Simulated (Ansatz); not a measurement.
Start from `[F][In-]1([Cl])[O]C=CC=[O+]1` and change one atom or group to get `[CH3][Ti-]1([OH])([F])[O]C=CC=[O+]1`.

Ansatz, PBE0-D4/def2-TZVP geometries, multiplicity 1. Each molecule was computed in one conformer, which needn't be the lowest.

Elements past krypton have def2 core potentials. Scalar relativity is left out up to krypton.

| property | `[F][In-]1([Cl])[O]C=CC=[O+]1` |
| --- | --- |
| LUMO energy (PBE0/def2-TZVPP) / eV | -2.64 |
| LUMO energy (B3LYP/def2-TZVPP) / eV | -2.85 |
| size of the dipole moment (B3LYP/def2-TZVPP) / D | 5.27 |
| HOMO energy (ωB97M-V/def2-TZVPP) / eV | -10.16 |
| size of the dipole moment (PBE/def2-TZVPP) / D | 4.98 |
| HOMO–LUMO gap (PBE0/def2-TZVPP) / eV | 5.43 |

Problem. Give the same properties after the change, and the shifts. (Best estimate.)

Solution. Computed: 
```
                                        property  `[CH3][Ti-]1([OH])([F])[O]C=CC=[O+]1`  shift
              LUMO energy (PBE0/def2-TZVPP) / eV                                  -2.33   0.31
             LUMO energy (B3LYP/def2-TZVPP) / eV                                  -2.56   0.29
size of the dipole moment (B3LYP/def2-TZVPP) / D                                   3.50  -1.77
           HOMO energy (ωB97M-V/def2-TZVPP) / eV                                  -9.82   0.34
  size of the dipole moment (PBE/def2-TZVPP) / D                                   3.20  -1.78
            HOMO–LUMO gap (PBE0/def2-TZVPP) / eV                                   5.26  -0.17
```

With PBE0 the HOMO rises by 0.48 eV and the LUMO rises by 0.31 eV, so the gap narrows by about 0.17 eV. PBE moves the HOMO by 0.79 eV and ωB97M-V by 0.34 eV. The zero-point energy changes by 125.8 kJ/mol with +15 modes. Dipoles are sizes alone; their direction can turn.

B3LYP here is the variant with VWN-RPA as its local correlation; programs differ in this.
